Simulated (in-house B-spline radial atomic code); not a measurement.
A fraction x of an electron is removed from 3s in Cl³⁺, starting from [Ne] 3s2 3p2 and keeping the highest spin. Level of theory: scalar-relativistic (X2C) OLYP, spin-polarised, spherical fractional occupations, Fermi nucleus of rms radius 3.3654 fm; calculated with a radial B-spline atomic code at the basis-set limit.

| x | E(x) - E(0) (eV) | 3s down level (eV) |
| --- | --- | --- |
| 0 | 0.0000 | -56.615 |
| 0.04 | 2.2749 | -57.128 |
| 0.2 | 11.5789 | -59.171 |
| 0.32 | 18.7710 | -60.697 |
| 0.47 | 28.0195 | -62.621 |
| 0.5 | ? | ? |
| 0.53 | 31.8003 | -63.410 |
| 0.63 | 38.2093 | -64.787 |
| 0.76 | ? | ? |
| 0.89 | 55.6196 | -69.611 |
| 1 | 63.4229 | - |

Task: What belongs in the row x = 0.5?

Result: An energy change of 29.9040 eV; 3s down at -63.013 eV.

Task: What belongs in the row x = 0.76?

Result: An energy change of 46.7606 eV; 3s down at -66.845 eV.

Task: Check Janak's theorem between x = 0.04 and 0.2.

Result: The slope of the energy is 58.15 eV; the orbital levels give 58.15 eV (-ε of the emptying orbital, averaged over the two points).
